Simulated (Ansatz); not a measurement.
Question: Name a neutral molecule of C, N, Zn and H with LUMO energy (PBE0/def2-TZVPP) between -3.15 and -2.85 eV and LUMO energy (PBE/def2-TZVPP) between -3.65 and -3.35 eV (Ansatz, PBE0-D4/def2-TZVP geometry).

Answer: `NC1[NH][Zn][NH]1` (-2.88 eV, -3.58 eV). Other molecules can fit too; these were computed, each in one conformer that needn't be the lowest.
